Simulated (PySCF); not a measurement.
# Bonds of Al to H, F, Cl, Br, O

PBE in PySCF with def2-TZVPPD on every atom, for the lowest determinant that a PBE0 search found; no spin–orbit coupling. D0 is De less the harmonic zero-point energy.

```tsv
X	state of AlX	D0(AlX) (eV)	D0(X₂) (eV)
H	singlet (closed shell)	2.91	4.27
F	singlet (closed shell)	7.00	2.22
Cl	singlet (closed shell)	5.22	2.81
Br	singlet (closed shell)	4.67	2.48
O	doublet (σ ↑)	5.64	6.13
```

Problem. Give the energy of Al + X₂ → AlX + X at 0 K for each X.

Solution. H: 4.27 − 2.91 = +1.36 eV; F: 2.22 − 7.00 = -4.78 eV; Cl: 2.81 − 5.22 = -2.41 eV; Br: 2.48 − 4.67 = -2.19 eV; O: 6.13 − 5.64 = +0.49 eV (PBE/def2-TZVPPD; negative means exothermic).

Problem. Does an atom of H displace O from AlO?

Solution. AlO + H → AlH + O has ΔE = 5.64 − 2.91 = +2.73 eV at PBE/def2-TZVPPD, so it is uphill.

Gas-phase diatomics only hint at surface chemistry, where an atom holds several bonds.

States were picked by a PBE0 search and need not be the measured ground states.
